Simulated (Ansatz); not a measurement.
Consider the isomerisation: `COC#C[SiH3]` → `CC1[SiH2]C1=O`.

Calculated with Ansatz (gas phase, PBE0-D4/def2-TZVP geometries, no zero-point term in ΔE). CBS: MP2 limit from def2 TZ/QZ plus the TZ coupled-cluster correction, frozen cores. DFT in def2-TZVPP. B3LYP here is the variant with VWN-RPA as its local correlation; programs differ in this.

`COC#C[SiH3]`:

```xyz
11

C     2.435    0.567   -0.275
O     1.729   -0.670   -0.091
C     0.454   -0.558    0.014
C    -0.750   -0.483    0.116
Si   -2.547   -0.384    0.267
H     2.099    1.053   -1.192
H     3.487    0.302   -0.349
H     2.266    1.221    0.582
H    -2.977    1.034    0.156
H    -3.206   -1.168   -0.809
H    -2.991   -0.916    1.581
```

`CC1[SiH2]C1=O`:

```xyz
11

C     1.205    0.924   -0.189
C    -0.189    0.355   -0.183
Si   -1.148   -0.931    0.872
C    -0.552   -0.879   -0.916
O    -0.147   -1.470   -1.871
H     1.434    1.399   -1.146
H     1.942    0.134   -0.029
H     1.328    1.667    0.601
H    -0.990    1.090   -0.337
H    -0.435   -1.837    1.804
H    -2.449   -0.451    1.394
```

```
             level  ΔE (kJ/mol)
            PBE-D4        -68.4
         r2SCAN-D4        -53.6
          B3LYP-D4        -33.2
             B3LYP        -27.7
    MP2/def2-TZVPP        -29.7
SCS-MP2/def2-TZVPP        -19.2
CCSD(T)/def2-TZVPP        -31.4
    CCSD/CBS(def2)        -25.0
```

Q: What does CCSD(T)/CBS give? (An estimate is asked.)

A: Ansatz gave: -32.2 kJ/mol. The listed levels differ from it by -36.2, -21.4, -1.0, 4.5, 2.5, 13.0, 0.8, 7.2 kJ/mol.

Largest T1 diagnostic among the species: 0.016.

In def2-TZVPP, CCSD(T) changes the Hartree–Fock value by −49.9 kJ/mol (the triples alone add −7.2 kJ/mol) and MP2 by −48.2 kJ/mol. From PBE to PBE0 (25 % exact exchange), in def2-TZVPP and without D4, ΔE moves by +10.3 kJ/mol.
